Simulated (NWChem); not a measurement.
Species: HSe₂F; SMILES F[Se][SeH]

```xyz
4

Se    -0.4065     0.9134    -0.0078
F      1.2053     1.6616    -0.0134
Se     0.0817    -1.3088    -0.0307
H      0.1954    -1.5121     1.4303
```
Atoms are numbered in this order, from 1.

Geometry: optimised at PBE0/def2-SVP.

**Question.** List the 4 lowest vertical singlet excitations from PBE0/def2-SVPD, TDA (NWChem).

**Answer.** 
```tsv
state	energy (eV)	oscillator strength	leading excitation (squared amplitude)
S1	3.58	0.001	HOMO → LUMO (0.88)
S2	3.98	0.003	HOMO → LUMO+1 (0.87)
S3	4.83	0.001	HOMO−1 → LUMO+1 (0.78)
S4	5.15	0.033	HOMO−1 → LUMO (0.67)
```
